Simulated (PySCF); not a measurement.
Compound: [InH4]- (charge -1).
Hydrogens: H2, H3, H4, H5 on In1.

Computed by this run: PBE0-D3(BJ)/def2-SVP geometry optimisation, gas phase, def2 core potentials past Kr in PySCF; density fitting, grid level 1; the optimiser is geomeTRIC in internal coordinates, started from a GFN2-xTB structure with every atom displaced at random (about 0.03 Å).

Geometry at step 3:
```
atom  x, y, z in Å
In1    -0.0230   -0.0738   -0.0434
H2      0.4648   -0.0453    1.4426
H3      1.5134   -0.0289   -0.0844
H4     -0.8552    1.1480   -0.6524
H5     -1.0251   -1.1105   -0.7246
```

Question: Give the atomic forces at this geometry.

Answer: 
```csv
atom,Fx (eV/Å),Fy (eV/Å),Fz (eV/Å)
In1,-1.671,-0.166,-0.782
H2,-0.208,-0.032,3.917
H3,4.197,-0.034,-1.538
H4,-1.089,2.512,-0.764
H5,-1.229,-2.279,-0.833
```

The largest, 4.47 eV/Å, acts on H3; the rms over all components is 1.902 eV/Å. The forces sum to zero within rounding, as they must for an isolated molecule in no field.

Question: Give the force on H3 in Eh/bohr and in nN.

Answer: 4.470 eV/Å ÷ 51.422 = 0.08693 Eh/bohr, and 4.470 eV/Å × 1.602 = 7.16 nN.

Question: How far is this geometry from the end of the optimisation?

Answer: 2.087 eV above it, and 0.423 Å rms away after alignment. The bonds farthest from their final lengths, with half the difference of the two atoms' forces along the bond (positive lengthens):

```json
{"bond": "In1–H3", "now (Å)": "1.538", "final (Å)": "1.792", "force along bond (eV/Å)": "+2.94"}
{"bond": "In1–H2", "now (Å)": "1.564", "final (Å)": "1.793", "force along bond (eV/Å)": "+2.46"}
{"bond": "In1–H5", "now (Å)": "1.595", "final (Å)": "1.792", "force along bond (eV/Å)": "+0.56"}
{"bond": "In1–H4", "now (Å)": "1.599", "final (Å)": "1.793", "force along bond (eV/Å)": "+0.87"}
```

The angle farthest from its final value is H2–In1–H3, 73.3° against 109.4°.

Of the 4 listed bonds off by 0.010 Å or more, this force points towards the final length in 4.

The cost below is that of the whole optimisation. Time: 7.6 s; peak memory 0.24 GiB. Hardware: one thread, Arm Neoverse V2 (aarch64), shared host.
